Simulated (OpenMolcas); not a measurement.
OpenMolcas run: Tm2+

Tm2+ with 4 ligands (fluoride) in tetrahedral coordination (Td) at 2.21 Å. A charge of +0.5 e stands 2.8 Å behind each ligand. Ligand basis ANO-RCC-VDZP.

Input:

```
&GATEWAY
Coord
5

Tm 0.0 0.0 0.0
F 1.275944 1.275944 1.275944
F 1.275944 -1.275944 -1.275944
F -1.275944 1.275944 -1.275944
F -1.275944 -1.275944 1.275944
Basis=Tm.ANO-RCC-VDZP,F.ANO-RCC-VDZP
Group=NoSym
NoMove
AngMom=0.0 0.0 0.0
AMFI
RICD
XField
4 Angstrom 0
2.892525 2.892525 2.892525 0.500000
2.892525 -2.892525 -2.892525 0.500000
-2.892525 2.892525 -2.892525 0.500000
-2.892525 -2.892525 2.892525 0.500000
&SEWARD
&RASSCF
FileOrb=start.orb
Symmetry=1
Spin=2
nActEl=13 0 0
Inactive=47
Ras2=7
CIRoot=7 7 1
SDav=7
CIMx=300
Iter=150 100
PrWF=0.3
OrbListing=Nothing
MaxOrb=0
LevShft=1.0
>>> COPY $Project.JobIph JOB001
&RASSI
NrOfJobIphs=1 7
1 2 3 4 5 6 7
IphNames
JOB001
EJob
SpinOrbit
DIPRint=1.0
SOCoupling=1000.0
Subsets=2
Property=9
'ANGMOM' 1 'ANGMOM' 2 'ANGMOM' 3 'MLTPL  1' 1 'MLTPL  1' 2 'MLTPL  1' 3
'AMFI' 1 'AMFI' 2 'AMFI' 3
SOProperty=3
'ANGMOM' 1 'ANGMOM' 2 'ANGMOM' 3
```

Launched by
```bash
OMP_NUM_THREADS=1 MOLCAS_MEM=2457 MOLCAS_PROJECT=a pymolcas a.inp > a.log  # once for each step of the input, in one work folder
```

A driver script runs the steps one by one and writes start.orb anew before each from the orbitals found so far.

Output, cut to the results:

```
--- SEWARD ---
Basis set label: TM.ANO-RCC...7S6P4D2F1G.

      Electronic valence basis set:
      ------------------
      Associated Effective Charge  69.000000 au
      Associated Actual Charge     69.000000 au
      Nuclear Model: Point charge

      Shell  nPrim  nBasis  Cartesian Spherical Contaminant
         s      25       7        X
         p      22       6        X
         d      15       4                 X
         f      11       2                 X
         g       4       1                 X
                  Relativistic Douglas-Kroll-Hess integrals:
                    - DKH order of Hamiltonian: 2
                    - DKH order of Properties : 0
                  Atomic mean-field integrals
--- RASSCF ---
Wave function specifications:
      -----------------------------

      Number of closed shell electrons          94
      Number of electrons in active shells      13
      Max number of holes in RAS1 space          0
      Max nr of electrons in RAS3 space          0
      Number of inactive orbitals               47
      Number of active orbitals                  7
      Number of secondary orbitals              70
      Spin quantum number                      0.5
      State symmetry                             1
Orbital specifications:
      -----------------------

      Symmetry species                           1
                                                 a
      Frozen orbitals                            0
      Inactive orbitals                         47
      Active orbitals                            7
      RAS1 orbitals                              0
      RAS2 orbitals                              7
      RAS3 orbitals                              0
      Secondary orbitals                        70
      Deleted orbitals                           0
      Number of basis functions                124
      Number of CSFs                             7
      Number of root(s) required                 7
      Iter CI   SX   CI       RASSCF       Energy    max ROT     max BLB   max BLB  Level Ln srch  Step   QN
          iter iter root      energy       change     param      element    value   shift minimum  type update
 Nr of preliminary CI iterations:   1
      Total energies have been shifted. Add               -13000.00 au
        1   1   10    0  -953.09868987    0.00E+00  -6.20E-02   40 108 1 -3.40E-01*  0.92   0.00    SX    NO
        2   1   10    0  -953.58271618   -4.84E-01* -1.26E-02   49  61 1  1.01E-01*  0.87   0.00    SX    NO
        3   1   11    0  -953.60845448   -2.57E-02*  1.41E-02   49  61 1 -9.92E-02*  0.70   0.00    SX    NO
        4   1   10    0  -953.61452853   -6.07E-03* -1.33E-02   53  65 1  1.04E-01*  0.83   0.00    SX    NO
        5   1   11    0  -953.61679745   -2.27E-03*  1.32E-02   49  61 1 -1.02E-01*  0.69   0.54    SX   YES
        6   1   10    0  -953.61884262   -2.05E-03*  1.10E-02   53  65 1  9.13E-02*  0.82   0.55    SX   YES
        7   1   10    0  -953.62049630   -1.65E-03*  1.03E-02   49  61 1 -7.85E-02*  0.70   0.55    SX   YES
        8   1   10    0  -953.62118223   -6.86E-04*  8.96E-03   53  65 1  7.29E-02*  0.81   0.53    SX   YES
        9   1   10    0  -953.62192422   -7.42E-04*  8.58E-03   49  61 1 -6.52E-02*  0.71   0.53    SX   YES
       10   1   10    0  -953.62223663   -3.12E-04*  7.67E-03   53  65 1  6.17E-02*  0.80   0.52    SX   YES
        ...
       45   1    9    0  -953.62457363   -3.36E-04*  6.66E-04   49  61 1 -1.01E-02*  0.75   0.72    QN   YES
       46   1    6    0  -953.62463576   -6.21E-05* -2.34E-05   49  61 1  7.36E-05   0.76   0.99    QN   YES
       47   1    5    0  -953.62463581   -5.02E-08*  2.88E-05   49  76 1 -3.46E-05   0.76   1.01    QN   YES
       48   1    5    0  -953.62463581   -2.29E-09  -3.85E-05   49  76 1 -2.22E-05   0.76   1.43    QN   YES
      Convergence after 48 iterations
       49   1    5    0  -953.62463581   -1.43E-09  -3.85E-05   53  65 1 -1.41E-05   0.76   1.43    QN   YES
      Natural orbitals and occupation numbers for root  1
      sym 1:   2.000000   1.000000   2.000000   2.000000   2.000000   2.000000   2.000000
      Natural orbitals and occupation numbers for root  2
      sym 1:   1.000000   2.000000   2.000000   2.000000   2.000000   2.000000   2.000000
      Natural orbitals and occupation numbers for root  3
      sym 1:   2.000000   2.000000   2.000000   2.000000   2.000000   1.000000   2.000000
::    RASSCF root number  1 Total energy: -13953.62497875
...
--- RASSI ---
SPIN-FREE ENERGIES:
  (Shifted by EMIN (a.u.) =     -13953.6249787571)

 SF State       Relative EMIN(au)   Rel lowest level(eV)    D:o, cm**(-1)

     1             0.0000000000        0.0000000000              0.0000
     2             0.0003502502        0.0095307932             76.8710
     3             0.0003502502        0.0095307932             76.8710
     4             0.0003502502        0.0095307932             76.8710
     5             0.0004499520        0.0122438184             98.7531
     6             0.0004499520        0.0122438184             98.7531
     7             0.0004499520        0.0122438184             98.7531
     Dipole printing threshold changed to   1.00000000E+00

++ Dipole transition strengths (spin-free states):
   -----------------------------------------------
     for osc. strength at least  1.00000000E+00

  ( Max oscillator strength is only    1.4774064590896862E-008 )
--
Eigenvalues of complex Hamiltonian:
   -----------------------------------
  (Shifted by EMIN (a.u.) =     -13953.6249787571)

 SO State       Relative EMIN(au)   Rel lowest level(eV)    D:o, cm**(-1)

     1            -0.0170155381        0.0000000000              0.0000
     2            -0.0170155381        0.0000000000              0.0000
     3            -0.0168373137        0.0048497324             39.1157
     4            -0.0168373137        0.0048497324             39.1157
     5            -0.0168373137        0.0048497323             39.1157
     6            -0.0168373137        0.0048497323             39.1157
     7            -0.0167432573        0.0074091380             59.7587
     8            -0.0167432573        0.0074091380             59.7587
     9             0.0231137190        1.0919727136           8807.3539
    10             0.0231137190        1.0919727136           8807.3539
    11             0.0233601552        1.0986785838           8861.4404
...
```

Spin-orbit levels above the lowest (labels of Td):

| E (cm-1) | Degeneracy | Label | 2S+1 | J | |mJ| (%) | g |
| --- | --- | --- | --- | --- | --- | --- |
| 0.0 | 2 | Γ6 | 2 | 3.50 | 5/2 (75) | 3.42 3.42 3.42 |
| 39.1 | 4 | Γ8 | 2 | 3.51 | 3/2 (38) |  |
| 59.8 | 2 | Γ7 | 2 | 3.51 | 1/2 (58) | 2.66 2.66 2.66 |
| 8807 | 2 | Γ6 | 2 | 2.50 | 3/2 (83) | 1.42 1.42 1.42 |
| 8861 | 4 | Γ8 | 2 | 2.51 | 1/2 (50) |  |

Without dynamic correlation the ligand-field splitting of an f shell can come out too small, at times by half. No measured value stands beside these numbers; the geometry is a model, was not optimised and need not be the one that this ion takes.

The RASSCF and RASSI steps took 49 s on 1 thread of Arm Neoverse V1 (shared host); the integral step is not counted.
